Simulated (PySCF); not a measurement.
**Arsenic: highly charged ions in a basis for the neutral atom**

As¹⁴⁺ [Ar] 3d1, As¹⁵⁺ [Ar]. Computed with PySCF 2.14 in cc-pVDZ-DK, with scalar relativity by spin-free X2C-1e. No spin-orbit coupling, so a gap to NIST mixes the basis error with missing relativistic terms.

Changed run: basis of the neutral atom used for a highly charged ion. This setting is unsound on purpose.

| species | method | sound run (hartree) | changed run (hartree) | converged |
| --- | --- | --- | --- | --- |
| As¹⁴⁺ | UHF | not run | -2164.24277 | yes |
| As¹⁴⁺ | M06-L | not run | -2165.16850 | yes |
| As¹⁴⁺ | r2SCAN | not run | -2165.16261 | yes |
| As¹⁵⁺ | UHF | not run | -2147.53568 | yes |
| As¹⁵⁺ | M06-L | not run | -2148.40700 | yes |
| As¹⁵⁺ | r2SCAN | not run | -2148.39083 | yes |

Ionisation energy of As¹⁴⁺:

```json
{"method": "UHF", "changed run (eV)": "454.62", "NIST (eV)": "460 ± 3"}
{"method": "M06-L", "changed run (eV)": "456.10", "NIST (eV)": "460 ± 3"}
{"method": "r2SCAN", "changed run (eV)": "456.38", "NIST (eV)": "460 ± 3"}
```

The contracted functions were made for the neutral atom and can be too rigid for a highly charged ion.
